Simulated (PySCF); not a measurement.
C4H2BrCl, SMILES C#C/C(Br)=C\Cl. The structure is a stationary point at ωB97X-D3(BJ)/def2-SVP. The structure was generated by enumeration; whether it is a known compound was not checked.

Question: Give the equilibrium geometry at ωB97X-D3(BJ)/def2-SVP (PySCF confirms it by a frequency run) as a Z-matrix, and its point group. (The exact figures need the calculation; the answer reports its results.)

Answer: point group Cs.
```
C
C 1 1.3406
H 2 1.0917 1 122.06
C 1 1.4291 2 125.06 3 -180.00
C 4 1.2095 2 154.22 3 -180.00
H 5 1.0763 2 162.31 3 -180.00
Cl 2 1.7146 3 115.46 1 -180.00
Br 1 1.8905 2 118.72 3 0.00
```
Charge 0, spin multiplicity 1.
